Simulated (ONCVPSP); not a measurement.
Transferability test, ONCV potential for sulfur

| Quantity | Value |
| --- | --- |
| Element | sulfur (S) |
| Generator | ONCVPSP 4.0.1 |
| Type | optimised norm-conserving Vanderbilt (ONCV) |
| Functional | Wu-Cohen |
| Relativity | scalar-relativistic |
| Frozen core | [Ne] |
| Valence charge | 6 |
| Reference configuration | 3s2 3p4 |
| Partial waves | 3s: rc 1.50 bohr, ncon 5, nbas 9, qcut 5.2 1/bohr, 2 projectors, debl 2.6 Ha; 3p: rc 1.75 bohr, ncon 5, nbas 10, qcut 4.7 1/bohr, 3 projectors, debl 1.7 Ha |
| Local potential | polynomial inside 1.45 bohr (lpopt 2, dvloc0 0 Ha) |
| Core correction | Teter function, fcfact 5.75, rcfact 1.45 |

Energies are relative to the spin-unpolarised reference configuration 3s2 3p4; without spin polarisation the order of configurations can differ from experiment.

| valence configuration | charge | ΔE all-electron (eV) | error AE − PS (meV) |
| --- | --- | --- | --- |
| 3s2 3p3 | +1 | 11.746 | +0.2 |
| 3s2 3p0 | +4 | 114.904 | +42 |

(1) What are ΔE and the potential's error for 3s2 3p2?

(2) What are ΔE and the potential's error for 3s2 3p1?

## Answers

(1) ΔE = 34.017 eV all-electron; the error (AE − PS) is +4.8 meV.

(2) ΔE = 68.067 eV all-electron; the error (AE − PS) is +18 meV.
